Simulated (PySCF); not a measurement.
A GIAO shielding run with PySCF 2.14 (density fitting, non-relativistic, gas phase) on SMILES N#C[SiH2][SiH2]CCCCl, C$_{4}$H$_{10}$ClNSi$_{2}$:

```
$ OMP_NUM_THREADS=1 python probes_run.py task.json out

{"job": {"kind": "nmr", "xc": "PBE0", "basis": "pcSseg-1"}, "charge": 0, "multiplicity": 1}
N      3.327601     1.398075     1.685776
C      3.223544     0.741214     0.752075
Si     2.969097    -0.342016    -0.749598
Si     0.795827    -1.149508    -0.695336
C     -0.348687     0.185636     0.042417
C     -1.813720    -0.237257     0.073089
C     -2.683164     0.871166     0.643636
Cl    -4.392331     0.361112     0.714419
H      3.302742     0.554091    -1.862905
H      4.033558    -1.343176    -0.636387
H      0.315584    -1.477224    -2.045756
H      0.659135    -2.369029     0.112177
H     -0.257033     1.110065    -0.532536
H     -0.023938     0.425846     1.057292
H     -1.929139    -1.134924     0.683626
H     -2.153818    -0.476160    -0.936508
H     -2.386904     1.122882     1.662412
H     -2.647115     1.765525     0.020452
```

Hardware: 1 thread of an Arm Neoverse N1, shared host. The job also computes population analyses, field gradients.

Question: How large is the calculation?

Answer: 86 electrons, 207 basis functions and 1139 auxiliary functions.

Question: How long does it take, and how much memory does it need?

Answer: 81 s of wall time, with 14 SCF cycles and 5 response iterations; peak memory 0.9 GiB. Times on a shared host scatter by some tens of per cent.
